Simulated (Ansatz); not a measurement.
The same atomization along the group O, S, Se.

Gas-phase electronic energies from Ansatz, PBE0-D4/def2-TZVP geometries. CBS: MP2 limit from def2 TZ/QZ plus the TZ coupled-cluster correction, frozen cores. This one scheme is used for every species, atoms too. DFT in def2-TZVPP. Open shells (•) are unrestricted, without spin–orbit coupling. Spin–orbit coupling would lower the free atoms: a little for C, O, S; clearly for Se. For Se outer-core shells are correlated without core-valence functions, so the limit isn't a true one: a few kJ/mol of doubt a bond, and 10 to 20 or more in all where bonds break to atoms. Scalar relativity is left out up to krypton.

| reaction | ωB97X-V (kJ/mol) | HF/CBS(def2) (kJ/mol) | CCSD(T)/def2-SVP (kJ/mol) | LDA (SPW92) (kJ/mol) |
| --- | --- | --- | --- | --- |
| `COC#N` → 2 C• + 3 H• + N• + O• | 2912 | 1934 | 2747 | 3425 |
| `CSC#N` → 2 C• + 3 H• + N• + S• | 2802 | 1886 | 2617 | 3257 |
| `C[Se]C#N` → 2 C• + 3 H• + N• + Se• | 2726 | 1817 | 2550 | 3173 |

Q: Give the CCSD(T)/CBS values in the same order. (Best estimate.)

A: The calculation gave: 2898, 2785, 2720 kJ/mol.

Largest T1 diagnostic: 0.014, for `COC#N`.

For atomizations the MP2-based limit and the directly extrapolated one differ by several kJ/mol either way, and by 10 to 25 for some Ge, Se and Sn compounds, so smaller differences from it don't rank the levels.
